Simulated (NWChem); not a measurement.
# Hg

All runs: NWChem. def2 effective core potentials on Hg; no spin-orbit coupling.

Task: What does the run give for PBE0/def2-TZVPD? Quantities: highest occupied level (eV); orbital gap (eV).

Result: 
```
Item                         Result
---------------------------  ------
highest occupied level (eV)   -7.53
orbital gap (eV)               7.09
```
